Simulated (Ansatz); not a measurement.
Frontier orbitals of BClFH3OSi, SMILES `O[SiH2]B(F)Cl`.

Z-matrix (Å, degrees):
```
Si
B 1 2.032
O 1 1.647 2 110.3
H 1 1.484 2 111.0 3 119.4
H 1 1.491 2 107.8 3 -122.3
Cl 2 1.763 1 119.7 3 11.0
F 2 1.315 1 123.5 3 -170.2
H 3 0.959 1 116.8 2 -24.8
```

Total charge 0; spin multiplicity 1. Geometry: relaxed with PBE0-D4/def2-TZVP. It is one conformer, not always the lowest. Basis def2-TZVPP, Ansatz 0.2.0.

Orbital energies of one run (eV). Highest occupied ones, from the top: -8.04, -8.64, -9.53, -9.82, -10.49, -10.64, -11.92, -13.36, -13.41, -13.85, -15.53, -16.16, -23.55, -27.93. Empty: -2.13, -0.52, 0.66, 1.25, 1.35, 2.36.

(1) Which functional gave them?
A. r2SCAN
B. ωB97M-V
C. ωB97X-V
D. HSE06 (plane-wave form)

Results:

(1) D. HOMO energies: HSE06 -8.04, r2SCAN -7.38, ωB97X-V -10.81, ωB97M-V -10.60 eV.
